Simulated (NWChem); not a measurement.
System: BBr₃; SMILES BrB(Br)Br

Here is an NWChem input.

```
start job
memory heap 200 mb stack 900 mb global 1100 mb
geometry units angstroms noautosym nocenter noautoz
  B      0.000000     0.000000    -0.002844
  Br    -1.882973    -0.248280    -0.002836
  Br     0.726470     1.754842    -0.002836
  Br     1.156503    -1.506563    -0.002836
end
basis spherical
  B library def2-tzvp
  Br library def2-tzvp
end
dft
  xc b3lyp
  iterations 150
  semidirect filesize 400000000
end
property
  efieldgrad
end
task dft property
```

Output (shortened):

```
             Northwest Computational Chemistry Package (NWChem) 7.3.0
             --------------------------------------------------------

                             Geometry "geometry" -> ""
                             -------------------------

 Output coordinates in angstroms (scale by  1.889725989 to convert to a.u.)

  No.       Tag          Charge          X              Y              Z
 ---- ---------------- ---------- -------------- -------------- --------------
    1 B                    5.0000     0.00000000     0.00000000    -0.00284400
    2 Br                  35.0000    -1.88297300    -0.24828000    -0.00283600
    3 Br                  35.0000     0.72647000     1.75484200    -0.00283600
    4 Br                  35.0000     1.15650300    -1.50656300    -0.00283600

 Effective nuclear repulsion energy (a.u.)     737.4441999795

                              NWChem Property Module
                              ----------------------

  itol2e modified to match energy
  convergence criterion.

                                 NWChem DFT Module
                                 -----------------

 Summary of "ao basis" -> "ao basis" (spherical)
 ------------------------------------------------------------------------------
       Tag                 Description            Shells   Functions and Types
 ---------------- ------------------------------  ------  ---------------------
 B                         def2-tzvp                11       31   5s3p2d1f
 Br                        def2-tzvp                16       48   6s5p4d1f

  itol2e modified to match energy
  convergence criterion.

            General Information
            -------------------
          SCF calculation type: DFT
          Wavefunction type:  closed shell.
          No. of atoms     :     4
          No. of electrons :   110
           Alpha electrons :    55
            Beta electrons :    55
          Charge           :     0
          Spin multiplicity:     1
          Use of symmetry is: off; symmetry adaption is: off
          Maximum number of iterations: 150
          AO basis - number of functions:   175
                     number of shells:    59
          Convergence on energy requested:  1.00D-07
          Convergence on density requested:  1.00D-05
          Convergence on gradient requested:  5.00D-04

              XC Information
              --------------
                         B3LYP Method XC Potential
                     Hartree-Fock (Exact) Exchange  0.200
                        Slater Exchange Functional  0.800 local
                    Becke 1988 Exchange Functional  0.720 non-local
              Lee-Yang-Parr Correlation Functional  0.810
                  VWN I RPA Correlation Functional  0.190 local

             Grid Information
             ----------------
          Grid used for XC integration:  fine
          Radial quadrature: Mura-Knowles
          Angular quadrature: Lebedev.
          Tag              B.-S. Rad. Rad. Pts. Rad. Cut. Ang. Pts.
          ---              ---------- --------- --------- ---------
          B                   0.85       70           9.0       590
          Br                  1.15      140          11.0       974
          Grid pruning is: on
          Number of quadrature shells:   490
          Spatial weights used:  Erf1

      Superposition of Atomic Density Guess
      -------------------------------------

 Sum of atomic energies:       -7741.73171307

      Non-variational initial energy
      ------------------------------

 Total energy =   -7742.819888
 1-e energy   =  -12251.872674
 2-e energy   =    3771.608586
 HOMO         =      -0.356850
 LUMO         =       0.020130

------------------------------------------------------------
EAF file 0: "./job.aoints.0" size=211288064 bytes
------------------------------------------------------------
               write      read    awrite     aread      wait
               -----      ----    ------     -----      ----
     calls:      403         0         0         0         0
   data(b): 2.11e+08  0.00e+00  0.00e+00  0.00e+00
   time(s): 0.00e+00  0.00e+00  0.00e+00  0.00e+00  0.00e+00
rate(mb/s): 0.00e+00  0.00e+00
------------------------------------------------------------

   convergence    iter        energy       DeltaE   RMS-Dens  Diis-err
 ---------------- ----- ----------------- --------- --------- ---------
 d= 0,ls=0.0,diis     1  -7747.4019192593 -8.48D+03  6.54D-03  1.76D+00
 d= 0,ls=0.0,diis     2  -7747.2259459899  1.76D-01  5.40D-03  2.32D+00
 d= 0,ls=0.0,diis     3  -7747.4689982355 -2.43D-01  1.73D-03  2.85D-01
 d= 0,ls=0.0,diis     4  -7747.5104311116 -4.14D-02  2.12D-04  5.76D-03
 d= 0,ls=0.0,diis     5  -7747.5111458909 -7.15D-04  4.43D-05  1.50D-04
  Resetting Diis
 d= 0,ls=0.0,diis     6  -7747.5111547001 -8.81D-06  1.25D-05  8.80D-06
 d= 0,ls=0.0,diis     7  -7747.5111556113 -9.11D-07  1.81D-06  6.76D-08
 d= 0,ls=0.0,diis     8  -7747.5111556107  5.46D-10  1.05D-06  5.96D-08

         Total DFT energy =    -7747.511155610707
      One electron energy =   -12251.324885242893
           Coulomb energy =     4044.515131999357
    Exchange-Corr. energy =     -278.145602346698
 Nuclear repulsion energy =      737.444199979528

 Numeric. integr. density =      109.999999926556

                       DFT Final Molecular Orbital Analysis
                       ------------------------------------

 Vector   53  Occ=2.000000D+00  E=-3.210505D-01
              MO Center=  7.2D-01,  5.7D-01, -2.8D-03, r^2= 4.1D+00
   Bfn.  Coefficient  Atom+Function         Bfn.  Coefficient  Atom+Function
  ----- ------------  ---------------      ----- ------------  ---------------
    97      0.412248  3 Br pz               145     -0.299663  4 Br pz
    91     -0.290782  3 Br pz                94      0.268824  3 Br pz
   100      0.247244  3 Br pz               139      0.211369  4 Br pz
   142     -0.195408  4 Br pz               148     -0.179721  4 Br pz
    49     -0.112588  2 Br pz                88      0.088581  3 Br pz

 Vector   54  Occ=2.000000D+00  E=-3.210501D-01
              MO Center= -7.2D-01, -5.7D-01, -2.8D-03, r^2= 4.1D+00
   Bfn.  Coefficient  Atom+Function         Bfn.  Coefficient  Atom+Function
  ----- ------------  ---------------      ----- ------------  ---------------
    49      0.411024  2 Br pz               145     -0.303014  4 Br pz
    43     -0.289918  2 Br pz                46      0.268025  2 Br pz
    52      0.246509  2 Br pz               139      0.213733  4 Br pz
   142     -0.197593  4 Br pz               148     -0.181731  4 Br pz
    97     -0.108007  3 Br pz                40      0.088318  2 Br pz

 Vector   55  Occ=2.000000D+00  E=-2.949998D-01
              MO Center= -3.6D-05, -1.3D-05, -2.8D-03, r^2= 5.2D+00
   Bfn.  Coefficient  Atom+Function         Bfn.  Coefficient  Atom+Function
  ----- ------------  ---------------      ----- ------------  ---------------
    48      0.315448  2 Br py                95      0.293972  3 Br px
   143     -0.252383  4 Br px                42     -0.220073  2 Br py
    45      0.205515  2 Br py                89     -0.205092  3 Br px
    51      0.198487  2 Br py               144     -0.193738  4 Br py
    92      0.191526  3 Br px                98      0.184976  3 Br px

 Vector   56  Occ=0.000000D+00  E=-8.245451D-02
              MO Center=  7.2D-07,  6.0D-07, -2.8D-03, r^2= 3.4D+00
   Bfn.  Coefficient  Atom+Function         Bfn.  Coefficient  Atom+Function
  ----- ------------  ---------------      ----- ------------  ---------------
    11      0.455869  1 B  pz                 8      0.412668  1 B  pz
    14      0.353850  1 B  pz                52     -0.265977  2 Br pz
   100     -0.265977  3 Br pz               148     -0.265977  4 Br pz
    49     -0.154927  2 Br pz                97     -0.154927  3 Br pz
   145     -0.154927  4 Br pz                46     -0.122508  2 Br pz

 Vector   57  Occ=0.000000D+00  E=-5.679616D-03
              MO Center=  4.9D-06,  8.8D-07, -2.8D-03, r^2= 6.3D+00
   Bfn.  Coefficient  Atom+Function         Bfn.  Coefficient  Atom+Function
  ----- ------------  ---------------      ----- ------------  ---------------
     4      1.158401  1 B  s                  5      0.742789  1 B  s
    50     -0.495540  2 Br px                37     -0.481937  2 Br s
    85     -0.481938  3 Br s                133     -0.481940  4 Br s
    99      0.461821  3 Br py               147     -0.396482  4 Br py
   146      0.304354  4 Br px                 3      0.243457  1 B  s

 Vector   58  Occ=0.000000D+00  E= 3.776602D-02
              MO Center=  1.5D-05,  4.3D-06, -2.8D-03, r^2= 6.8D+00
   Bfn.  Coefficient  Atom+Function         Bfn.  Coefficient  Atom+Function
  ----- ------------  ---------------      ----- ------------  ---------------
     5      2.484278  1 B  s                  4     -1.298790  1 B  s
    37     -0.500774  2 Br s                 85     -0.500779  3 Br s
   133     -0.500781  4 Br s                 50     -0.123701  2 Br px
    99      0.115272  3 Br py               147     -0.098962  4 Br py
    47      0.094377  2 Br px                96     -0.087956  3 Br py

------------------------------------------------------------
EAF file 0: "./job.aoints.0" size=416284672 bytes
------------------------------------------------------------
               write      read    awrite     aread      wait
               -----      ----    ------     -----      ----
     calls:      794         7         0      5551      5551
   data(b): 4.16e+08  3.67e+06  0.00e+00  2.91e+09
   time(s): 0.00e+00  0.00e+00  0.00e+00  0.00e+00  0.00e+00
rate(mb/s): 0.00e+00  0.00e+00
------------------------------------------------------------

     Multipole analysis of the density
     ---------------------------------

     L   x y z        total         alpha         beta         nuclear
     -   - - -        -----         -----         ----         -------
     0   0 0 0     -0.000000    -55.000000    -55.000000    110.000000

     1   1 0 0      0.000004      0.000002      0.000002     -0.000000
     1   0 1 0      0.000007      0.000036      0.000036     -0.000066
     1   0 0 1      0.000000      0.294797      0.294797     -0.589595

     2   2 0 0    -44.406770   -360.346716   -360.346716    676.286663
     2   1 1 0     -0.000007     -0.000002     -0.000002     -0.000003
     2   1 0 1     -0.000001     -0.000001     -0.000001      0.000000
     2   0 2 0    -44.406743   -360.346722   -360.346722    676.286701
     2   0 1 1      0.000000     -0.000000     -0.000000      0.000000
     2   0 0 2    -44.460618    -22.231889    -22.231889      0.003160

          -----------------------
          Electric field gradient
          -----------------------

 1 a.u. = 0.324123 10**(16) esu/cm**3  ( or statvolts/cm**2 ) = 0.97174 10**(22) v/m**2

 ------------------------------------------------------------
   Atom      X         Y         Z
 ------------------------------------------------------------
    1 B    0.00000   0.00000  -0.00537
 ------------------------------------------------------------

 Electric field gradient in molecular frame (a.u.)
         XX             YY             ZZ             XY             XZ             YZ
 ------------------------------------------------------------------------------------------
        0.137906       0.137904      -0.275811       0.000000       0.000000      -0.000000

 Principal components (a.u.) and orientation
 of principal axis w.r.t. absolute frame                      Asymmetry parameter eta
 --------------------------------------------------------------------------------------
       -0.275811       0.137906       0.137904                       0.000008

       -0.000000       0.982508      -0.186222
        0.000000       0.186222       0.982508
        1.000000       0.000000      -0.000000

 ------------------------------------------------------------
   Atom      X         Y         Z
 ------------------------------------------------------------
    2 Br  -3.55830  -0.46918  -0.00536
 ------------------------------------------------------------

 Electric field gradient in molecular frame (a.u.)
         XX             YY             ZZ             XY             XZ             YZ
 ------------------------------------------------------------------------------------------
       -4.525822       3.361785       1.164036      -1.058421       0.000048       0.000011

 Principal components (a.u.) and orientation
 of principal axis w.r.t. absolute frame                      Asymmetry parameter eta
 --------------------------------------------------------------------------------------
       -4.665380       3.501343       1.164036                       0.500990

        0.991419      -0.130723       0.000009
        0.130723       0.991419      -0.000001
       -0.000008       0.000002       1.000000

 ------------------------------------------------------------
   Atom      X         Y         Z
 ------------------------------------------------------------
    3 Br   1.37283   3.31617  -0.00536
 ------------------------------------------------------------

 Electric field gradient in molecular frame (a.u.)
         XX             YY             ZZ             XY             XZ             YZ
 ------------------------------------------------------------------------------------------
        2.306474      -3.470520       1.164045      -2.886206      -0.000019      -0.000047

 Principal components (a.u.) and orientation
 of principal axis w.r.t. absolute frame                      Asymmetry parameter eta
 --------------------------------------------------------------------------------------
       -4.665355       3.501309       1.164045                       0.500983

        0.382500       0.923955      -0.000003
        0.923955      -0.382500      -0.000008
        0.000009       0.000000       1.000000

 ------------------------------------------------------------
   Atom      X         Y         Z
 ------------------------------------------------------------
    4 Br   2.18547  -2.84699  -0.00536
 ------------------------------------------------------------

 Electric field gradient in molecular frame (a.u.)
         XX             YY             ZZ             XY             XZ             YZ
 ------------------------------------------------------------------------------------------
        0.473256      -1.637298       1.164042       3.944629      -0.000017       0.000025

 Principal components (a.u.) and orientation
 of principal axis w.r.t. absolute frame                      Asymmetry parameter eta
 --------------------------------------------------------------------------------------
       -4.665366       3.501324       1.164042                       0.500986

       -0.608919       0.793232      -0.000004
        0.793232       0.608919       0.000004
       -0.000005       0.000001       1.000000
```

Level: B3LYP/def2-TZVP. Geometry: optimised at PBE0/def2-SVP. B3LYP is NWChem's, with the RPA form of VWN correlation. NWChem prints the field gradient with the sign opposite to the second derivative of the potential.
